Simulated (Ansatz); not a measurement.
Consider the ligand exchange at a Ge–S bond: `CB[S][GeH3]` + H–F → `[F][GeH3]` + `CBS`.

Isolated molecules relaxed with PBE0-D4/def2-TZVP in Ansatz; ΔE leaves out vibrations. CCSD(T)/CBS adds triple-zeta CCSD(T) − MP2 to the extrapolated MP2 energy (def2 sets, frozen cores). This one scheme is used for every species. Functionals use def2-TZVPP. B3LYP here is the variant with VWN-RPA as its local correlation; programs differ in this. For Ge outer-core shells are correlated without core-valence functions, which leaves a few kJ/mol of doubt a bond. Scalar relativity is left out up to krypton. Each species was taken in one conformer, which may not be the lowest.

(1) Is it downhill or uphill in electronic energy at CCSD(T)/CBS, and by how much? (Estimate.)

(2) What do these levels give: B3LYP-D4, ωB97M-V, B2PLYP, CCSD(T)/def2-TZVPP, MP2/def2-QZVPP, MP2/CBS(def2)? (An estimate is asked.)

Largest T1 diagnostic among the species: 0.013.

Results:

(1) Ansatz gave: Downhill: ΔE = -1.4 kcal/mol.

(2) Computed: B3LYP-D4 -4.1, ωB97M-V -4.0, B2PLYP -5.0, CCSD(T)/def2-TZVPP -2.5, MP2/def2-QZVPP -0.8, MP2/CBS(def2) -0.1 kcal/mol.

In def2-TZVPP, CCSD(T) changes the Hartree–Fock value by +5.9 kcal/mol (the triples alone add +0.8 kcal/mol) and MP2 by +7.2 kcal/mol. The D4 term adds +2.4 kcal/mol with B3LYP and +1.3 kcal/mol with PBE0; it sums over pairs of atoms, weighted by their polarisabilities, and B3LYP, whose exchange is more repulsive, gets the larger term.
